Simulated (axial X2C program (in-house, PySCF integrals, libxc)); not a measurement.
## A run on CoPb without results

A two-component calculation with an axial X2C code built on PySCF integrals.

Input and command:
```json
{"zs": [82, 27], "q": 0, "bas": ["dyall-acv3z", "dyall-acv3z"], "r0": 2.55, "eom": "ea", "thr": -1.0, "nmax": 92, "grid": [1, 0.96, 1.045, 0.92, 1.09, 1.15]}
```
```bash
python soeom.py task.json out
```

Keys: zs atomic numbers; q charge; bas basis sets; r0 starting distance in Å; eom kind of EOM run; thr threshold in hartree for freezing inner shells (an s shell follows its p shell); nmax most natural virtual spinors; grid distances as factors.

Outcome:

The program refused: none of the low determinants of the reference species is a closed shell, which the EOM method needs.
